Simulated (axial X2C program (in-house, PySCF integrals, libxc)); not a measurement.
**Working with the constants of HgC**

A bond curve at the PBE0 level, two-component, was computed with an axial X2C code built on PySCF integrals (basis Hg dyall-cv3z [13s14p9d6f4g], C dyall-v3z [7s6p2d1f] (cores contracted in-house)) for the state Ω = 1 (⟨Sz⟩ = 0.99, ⟨Lz⟩ = 0.01 at PBE0). Its fit gives Re = 2.1283 Å, ωe = 394.5 cm⁻¹, ωexe = 5.51 cm⁻¹ and αe = 5.013e-03 cm⁻¹; the masses are 201.9706 and 12.0000 u. Two-component means X2C with spin–orbit coupling and atomic mean-field Coulomb and Gaunt terms.

Find the reduced mass, Be and the force constant.

From the PBE0 values: μ = 11.3270 u. Be = 16.8576/(μ Re²) = 0.3286 cm⁻¹. k = 5.8918×10⁻⁷ μ ωe² = 1.04 mdyn/Å.

Estimate De from a Morse curve and compare with the computed well depth of 0.833 eV to Hg + C.

De(Morse) = ωe²/(4ωexe) = 0.875 eV against 0.833 eV computed, a ratio of 1.05. For De the Morse form works well here.

The dipole moment p changes by 0.55 D/Å at Re. What harmonic infrared intensity follows?

I = 42.256 × (dp/dR)²/μ = 1.1 km/mol.

Estimate the centrifugal constant by the Kratzer relation.

D = 4Be³/ωe² = 9.12e-07 cm⁻¹.

Where do the fundamental and the first overtone lie?

ν(1←0) = ωe − 2ωexe = 383.5 cm⁻¹; ν(2←0) = 2ωe − 6ωexe = 755.9 cm⁻¹.

The state is a single determinant with fixed occupations, the lowest that a limited PBE0 search found. De is counted from the lowest determinant-based energies of the atoms at the same level, without counterpoise correction. Density functionals use the spin component along the axis (collinear). The 2c atoms are single determinants rather than J levels; their spin–orbit lowering is only partly caught, and De is too large by that part. This holds for PBE0. The functionals have no current-density term, which raises determinants with orbital currents, atoms included. With several unpaired electrons one determinant need not be a pure state. Open-shell Ω = 0 determinants with evenly filled partner blocks cannot be reached by this program, so the Ω shown need not be the lowest component. This is the Ω = 1 component of a π² triplet; the 0⁺ component is not one determinant and can lie lowest. The levels of this run spread widely (ωe from 255 to 409 cm⁻¹), so these constants depend on the method.
